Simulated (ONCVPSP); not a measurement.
**thulium (Tm) ONCV: all-electron and pseudo phase curves**

ONCVPSP 4.0.1 input, shortened (lines: element, Z, core and valence counts, functional; n l f; lmax; l rc ep ncon nbas qcut; lloc lpopt rc5 dvloc0; l nproj debl; icmod fcfact rcfact), LDA (Perdew-Zunger), fully relativistic:

```
  Tm 69.00   10    3        3      upf
    1    0    2.00
    2    0    2.00
    2    1    6.00
    3    0    2.00
    3    1    6.00
    3    2   10.00
    4    0    2.00
    4    1    6.00
    4    2   10.00
    4    3   13.00
    5    0    2.00
    5    1    6.00
    6    0    1.00
    2
    0    1.60    0.00    3    7    7.20
    1    2.40    0.00    4    7    6.10
    2    2.15    0.20    3    7    4.80
    4    5    1.55    2.00
    0    2    3.60
    1    2    3.70
    2    2    2.60
    0    0.00    0.00
```

Open shells are filled in proportion to 2j + 1.

In the d channel the program set the typed energies aside and used 0.050, 2.650 Ha (j = l + 1/2; the other j can differ).

The phase is arctan(r·R′/R) of the radial function R(r), unwrapped; energies in Ha, scanned from -4 to 5 Ha. A pole is an energy at which the radial function vanishes at the test radius. The pseudo phase is shifted by a multiple of π to meet the all-electron one at the reference energy, and phase errors are pseudo minus all-electron; the curves can meet again beyond the range given. Levels narrower than the energy grid can be missing from the lists of poles.

Question: For each channel, where are the poles, and over which energies does the pseudopotential scatter like the atom?

Answer:

```tsv
channel	radius (bohr)	reference energy (Ha)	poles, all-electron	poles, pseudo	unbroken range about the reference energy with phases within 0.05 rad	phase error 1 Ha above the reference energy (rad)
s	1.62	-0.35	-1.06	-1.06	the whole range	-0.000
p3/2	2.43	-1.18	-0.97, 3.11	-0.97, 3.10	the whole range	+0.000
p1/2	2.43	-1.40	-1.25, 2.76	-1.25, 2.76	below 4.6	-0.004
d5/2	2.18	0.05	0.86	0.86	the whole range	+0.000
d3/2	2.18	0.05	0.80	0.76, 1.31	below 1.2	-0.019
```

Note: no bound ghost flagged; GHOST(+) flagged for d3/2 at 40.5 eV, s at 353.6 eV.

Phases in the p1/2 channel:

| E (Ha) | all-electron | pseudo |
| --- | --- | --- |
| -3.98 | 1.376 | 1.376 |
| -3.74 | 1.366 | 1.366 |
| -3.50 | 1.355 | 1.354 |
| -3.26 | 1.341 | 1.341 |
| -3.02 | 1.324 | 1.323 |
| -2.78 | 1.302 | 1.302 |
| -2.54 | 1.272 | 1.272 |
| -2.30 | 1.228 | 1.228 |
| -2.06 | 1.151 | 1.150 |
| -1.82 | 0.961 | 0.959 |
| -1.58 | -0.139 | -0.142 |
| -1.34 | -1.449 | -1.449 |
| -1.10 | -1.681 | -1.681 |
| -0.86 | -1.794 | -1.795 |
| -0.62 | -1.891 | -1.893 |
| -0.38 | -2.010 | -2.014 |
| -0.14 | -2.194 | -2.201 |
| 0.10 | -2.536 | -2.551 |
| 0.34 | -3.169 | -3.193 |
| 0.58 | -3.821 | -3.836 |
| 0.82 | -4.178 | -4.185 |
| 1.06 | -4.362 | -4.365 |
| 1.30 | -4.468 | -4.470 |
| 1.54 | -4.538 | -4.539 |
| 1.78 | -4.589 | -4.589 |
| 2.02 | -4.628 | -4.628 |
| 2.26 | -4.659 | -4.659 |
| 2.50 | -4.686 | -4.686 |
| 2.74 | -4.711 | -4.711 |
| 2.98 | -4.734 | -4.734 |
| 3.22 | -4.757 | -4.758 |
| 3.46 | -4.781 | -4.782 |
| 3.70 | -4.808 | -4.811 |
| 3.94 | -4.840 | -4.845 |
| 4.18 | -4.880 | -4.890 |
| 4.42 | -4.935 | -4.957 |
| 4.66 | -5.021 | -5.072 |
| 4.90 | -5.179 | -5.325 |
